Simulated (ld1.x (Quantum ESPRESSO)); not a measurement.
# indium: variants of one TM potential

Base potential:

* Element: indium
* Generator: ld1.x (Quantum ESPRESSO) 7.5
* Type: norm-conserving Troullier–Martins (Kleinman–Bylander form)
* Functional: PW91
* Relativity: scalar-relativistic
* Frozen core: [Kr] 4d10
* Valence charge: 3
* Reference configuration: 5s2 5p1
* Partial waves: 5s (bound): rc 1.90 bohr; 5p (bound): rc 3.10 bohr; 5d channel at 0.45 Ry: rc 3.30 bohr
* Local potential: all-electron potential smoothed inside 2.90 bohr (lloc = -1)
* Core correction: Bessel-smoothed model core, default radius (core density twice the valence density)

All-electron outer shells of the reference configuration (PW91, scalar-relativistic, ld1.x):

```tsv
shell	level (eV)	outermost node (bohr)	outermost maximum (bohr)
4p	-78.17	0.42	0.82
4d	-18.67	0.40	0.94
5s	-8.29	1.02	2.16
5p	-2.56	1.14	2.85
```

Cutoffs, loose and tight: the cutoffs (Ry, on a coarse ladder) from which the occupation-weighted sum of valence levels, in a spherical-Bessel basis at the reference potential, stays within 10 and 1 mRy of its value at 400 Ry. They do not see the model core or the augmentation charge, which bear on the density cutoff. Test errors are all-electron minus pseudo excitation energies from the reference, over the configurations 5s2 5p0; 5s1 5p0; 5s2 5p0.5; 5s1 5p1; 5s2 5p1.3; 5s1 5p2; 5s0 5p3. A dash means not determined; rows that change the core or the reference have their own tests.

A true bound ghost makes a file unfit for plane-wave use even where its test errors are small: the radial tests pick states by their node count and pass the ghost by.

The default core radius of the base comes out at 1.93 bohr.

```tsv
change	outcome	cutoff, loose	cutoff, tight	bound ghosts	largest test error (meV)
base	generated	18 Ry	40 Ry	none	-229
fully relativistic	generated	18 Ry	40 Ry	none	-225
functional LDA (PZ)	generated	18 Ry	40 Ry	none	-221
wave 5d channel at 0.45 Ry: rc 3.30 bohr becomes 5d channel at 0.45 Ry: rc 4.28 bohr	generated	18 Ry	40 Ry	none	-229
core correction Bessel-smoothed model core inside 2.06 bohr	generated	18 Ry	40 Ry	none	-228
wave 5p (bound): rc 3.10 bohr becomes 5p (bound): rc 3.80 bohr	generated	18 Ry	40 Ry	none	-251
local potential all-electron potential smoothed inside 1.65 bohr (lloc = -1)	generated	18 Ry	30 Ry	s	-233
local potential all-electron potential smoothed inside 1.66 bohr (lloc = -1)	generated	18 Ry	30 Ry	s	-233
wave 5d channel at 0.45 Ry: rc 3.30 bohr becomes 5d channel at 0.53 Ry: rc 3.30 bohr	generated	18 Ry	40 Ry	none	-229
```

What comes out with this change to the base: wave 5s (bound): rc 1.90 bohr becomes 5s (bound): rc 1.36 bohr?

outcome: generated; cutoff, loose: 120 Ry; cutoff, tight: 180 Ry; bound ghosts: s; largest test error (meV): -229.

What comes out with this change to the base: all radii but the core radius scaled by about 1.25 (s 2.36, p 3.86, d 4.12 bohr); local potential all-electron potential smoothed inside 3.62 bohr (lloc = -1)?

outcome: generated; cutoff, loose: 10 Ry; cutoff, tight: 25 Ry; bound ghosts: none; largest test error (meV): -287.

What comes out with this change to the base: type ultrasoft; waves now 5s (bound): rcut 1.65, rcutus 1.90 bohr; 5s channel at 4.55 Ry: rcut 1.65, rcutus 1.90 bohr; 5p (bound): rcut 2.70, rcutus 3.10 bohr; 5p channel at 0.25 Ry: rcut 2.70, rcutus 3.10 bohr; 5d channel at 0.45 Ry: rcut 2.85, rcutus 3.30 bohr; 5d channel at 2 Ry: rcut 2.85, rcutus 3.30 bohr; local potential all-electron potential smoothed inside 2.65 bohr (lloc = -2); augmentation built from norm-conserving waves at rcut, not smoothed further?

outcome: generated; cutoff, loose: 10 Ry; cutoff, tight: 18 Ry; bound ghosts: none; largest test error (meV): -226.
